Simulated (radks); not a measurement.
Values are calculated unless marked as measured or tabulated.
Ionisation ladder of manganese, from Mn22+ to Mn24+. Each ion is in the ground configuration listed by NIST, and IE = E(next ion) - E(this ion), with E = 0 for the bare nucleus. Code: a radial shooting solver on a logarithmic mesh with Libxc functionals. Model: scalar-relativistic Kohn-Sham, BLYP, spin-polarised, spherical densities, finite nucleus; open shells are filled with parallel spins first; Fermi nuclear charge, rms radius 3.7057 fm.

| species | configuration | E (hartree) | IE, Delta-SCF (eV) | IE, NIST (eV) | kind | error (eV) |
|---|---|---|---|---|---|---|
| Mn22+ | [He] 2s1 | -683.72918 | 1883.3 | 1879.9 | theory | +3.4 |
| Mn23+ | [He] | -614.51851 | 8148.1 | 8140.8 | theory | +7.3 |
| Mn24+ | 1s1 | -315.08259 | 8573.8 | 8572.0 | theory | +1.9 |

Reference values: NIST Atomic Spectra Database (exp. = measured, semi-emp. = semi-empirical, theory = theoretical value adopted there). The ionisation energy per charge of the ion left behind rises most, in proportion, at Mn23+ ([He]), from 81.883 to 339.50 eV.
